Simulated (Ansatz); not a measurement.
`C[O][W](=[O])(=[O])[Cl]`. Charge 0, multiplicity 1. W: def2 effective core potential. All single points use the PBE0-D4/def2-TZVP geometry. It is one conformer, not always the lowest.

```xyz
9

C     0.616    0.473    1.441
O     0.468   -0.199    0.214
W    -0.565   -0.421   -1.296
O    -0.757    1.082   -2.069
O    -2.119   -0.941   -0.842
Cl    0.371   -1.918   -2.725
H     1.546    0.137    1.903
H     0.663    1.551    1.273
H    -0.223    0.236    2.099
```

(1) What is the dipole moment at r2SCAN/def2-TZVPP? (Estimate.)

(2) And with PBE, B3LYP, ωB97M-V? (An estimate is asked.)

(3) Give the Mulliken charges with r2SCAN, PBE, B3LYP in def2-TZVPP. (An estimate is asked.)

Results:

(1) Computed: 3.98 D, with components (2.51, 0.22, 3.08) D in this frame, pointing from negative to positive charge.

(2) Computed: PBE 3.89 D, B3LYP 3.98 D, ωB97M-V 3.93 D.

(3) Computed: 
```
atom  r2SCAN    PBE  B3LYP
  C1    0.02  -0.13  -0.11
  O2   -0.40  -0.31  -0.40
  W3    1.20   0.99   1.19
  O4   -0.40  -0.34  -0.40
  O5   -0.40  -0.34  -0.40
 Cl6   -0.25  -0.22  -0.24
  H7    0.08   0.12   0.12
  H8    0.08   0.12   0.12
  H9    0.08   0.12   0.12
```

B3LYP here is the variant with VWN-RPA as its local correlation; programs differ in this.
